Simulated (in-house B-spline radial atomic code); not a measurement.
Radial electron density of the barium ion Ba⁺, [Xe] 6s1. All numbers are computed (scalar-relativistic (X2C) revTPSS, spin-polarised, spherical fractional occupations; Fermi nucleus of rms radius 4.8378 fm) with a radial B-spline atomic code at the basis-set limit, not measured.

One-electron X2C: radii and densities carry no picture-change correction, so inner-shell <1/r> comes out high (for 1s by about 2 % at Z = 33, 5 % at 54, 10 % at 75, 30 % at 118) and <r> low.

Columns: r (bohr), 4πr²n(r) (electrons per bohr), bar.

```
0.000706    2.104 #
0.000885     2.99 #
 0.00111    4.236 ##
 0.00139    5.952 ###
 0.00175    8.372 ####
 0.00219    11.57 #####
 0.00275    15.88 #######
 0.00345    21.45 ##########
 0.00433    28.47 #############
 0.00544    36.96 #################
 0.00682    46.48 #####################
 0.00856    56.42 ##########################
  0.0107    65.33 ##############################
  0.0135    71.97 #################################
  0.0169    74.28 ##################################
  0.0212    72.05 #################################
  0.0266    67.04 ###############################
  0.0334    63.61 #############################
  0.0419    66.87 ###############################
  0.0526    78.22 ####################################
   0.066    91.42 ##########################################
  0.0828    95.38 ############################################
   0.104    85.15 #######################################
    0.13    71.67 #################################
   0.164    70.79 #################################
   0.205    80.22 #####################################
   0.258    77.21 ####################################
   0.323    53.37 #########################
   0.406    31.24 ##############
   0.509    29.35 ##############
   0.639    33.08 ###############
   0.801    26.03 ############
    1.01    14.39 #######
    1.26    8.734 ####
    1.58    6.938 ###
    1.99    4.793 ##
    2.49    2.391 #
    3.13   0.9203 
    3.92   0.4466 
    4.92   0.2577 
    6.18   0.1015 
    7.75  0.02325 
    9.72 0.002728 
    12.2 0.0001321 
    15.3 2.226e-06
```

On this grid the curve has 4 maxima, near 0.0169, 0.0828, 0.205, 0.639 bohr.

The 5p down radial function P(r) = rR(r), positive near the nucleus:

```csv
r (bohr),P
0.00111,0.0008618
0.00175,0.001806
0.00275,0.003818
0.00433,0.008137
0.00682,0.0172
0.0107,0.03517
0.0169,0.06882
0.0266,0.1213
0.0419,0.1788
0.066,0.1818
0.104,0.03742
0.164,-0.2173
0.258,-0.2233
0.406,0.2225
0.639,0.3835
1.01,-0.2979
1.58,-0.8366
2.49,-0.5671
3.92,-0.1408
6.18,-0.009995
```
